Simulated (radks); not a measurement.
The numbers below are computed, except where a source is named.
Question: Ge3+, configuration [Ar] 3d10 4s1. Code: a radial shooting solver on a logarithmic mesh with Libxc functionals. Model: scalar-relativistic Kohn-Sham, RPBE, spin-polarised, spherical densities, point nucleus; open shells are filled with parallel spins first. Some entries of the table are withheld. Estimate them.

orbital  occ.  eigenvalue (eV)  r(max) (bohr)  <1/r> (bohr^-1)
1s up       1        -10996.84        0.03072            32.39
1s down     1        -10996.76        0.03072            32.39
2s up       1        -1405.957         0.1760            7.108
2s down     1        -1405.925         0.1760            7.108
2p up       3        -1232.620         0.1412            6.967
2p down     3        -1232.579         0.1412            6.967
3s up       1        -202.5850         0.5424            2.283
3s down     1        -202.4752         0.5425            2.284
3p up       3        -149.6286         0.5433            2.129
3p down     3        -149.4856         0.5433            2.131
3d up       5         -63.1101         0.5041            1.790
3d down     5         -62.8249         0.5036            1.799
4s up       1         -40.9825          1.623           0.7107
4s down     0         -39.6274          1.632           0.7094
4p up       0         -30.5828          1.862           0.6035
4p down     0         -29.2411          1.883           0.6048
4d up       0              (1)          2.742           0.4214

Answer: 
(1) 4d up eigenvalue (eV): -17.2525
